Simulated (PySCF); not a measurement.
## Ir(3+) (iridium, charge +3) across methods

[Xe] 4f14 5d6, high-spin 5D determinant. Calculation: PySCF 2.14, in x2c-TZVPPall (11s7p7d3f1g, 97 functions); the spin-free X2C one-electron Hamiltonian (Gaussian nucleus).

```json
{"method": "PBE", "E (hartree)": "-17827.42", "mean ε 5p β (eV)": "-84.615", "mean ε 5d α (eV)": "-38.101", "mean ε 5d β (eV)": "-35.354", "Σ⟨r²⟩ (bohr²)": "37.37", "⟨S²⟩": "6.001"}
{"method": "CAM-B3LYP", "E (hartree)": "-17828.42", "mean ε 5p β (eV)": "-88.983", "mean ε 5d α (eV)": "-41.303", "mean ε 5d β (eV)": "-38.576", "Σ⟨r²⟩ (bohr²)": "37.35", "⟨S²⟩": "6.001"}
{"method": "M06", "E (hartree)": "-17827.71", "mean ε 5p β (eV)": "-86.670", "mean ε 5d α (eV)": "-39.727", "mean ε 5d β (eV)": "-37.115", "Σ⟨r²⟩ (bohr²)": "37.06", "⟨S²⟩": "6.002"}
{"method": "LDA", "E (hartree)": "-17816.26", "mean ε 5p β (eV)": "-85.124", "mean ε 5d α (eV)": "-38.242", "mean ε 5d β (eV)": "-35.550", "Σ⟨r²⟩ (bohr²)": "37.41", "⟨S²⟩": "6.001"}
{"method": "UHF", "E (hartree)": "-17822.07944", "mean ε 5p β (eV)": "-94.385", "mean ε 5d α (eV)": "-44.780", "mean ε 5d β (eV)": "-40.761", "Σ⟨r²⟩ (bohr²)": "37.06", "⟨S²⟩": "6.004"}
{"method": "M06-L", "E (hartree)": "-17826.93", "mean ε 5p β (eV)": "-84.305", "mean ε 5d α (eV)": "-38.018", "mean ε 5d β (eV)": "-35.070", "Σ⟨r²⟩ (bohr²)": "36.84", "⟨S²⟩": "6.003"}
{"method": "PBE0", "E (hartree)": "-17827.21", "mean ε 5p β (eV)": "-87.423", "mean ε 5d α (eV)": "-39.995", "mean ε 5d β (eV)": "-36.997", "Σ⟨r²⟩ (bohr²)": "37.21", "⟨S²⟩": "6.002"}
{"method": "r2SCAN", "E (hartree)": "-17827.49", "mean ε 5p β (eV)": "-85.640", "mean ε 5d α (eV)": "-38.499", "mean ε 5d β (eV)": "-35.644", "Σ⟨r²⟩ (bohr²)": "37.15", "⟨S²⟩": "6.002"}
```

Spin-orbit coupling, absent here, splits the open shell strongly.
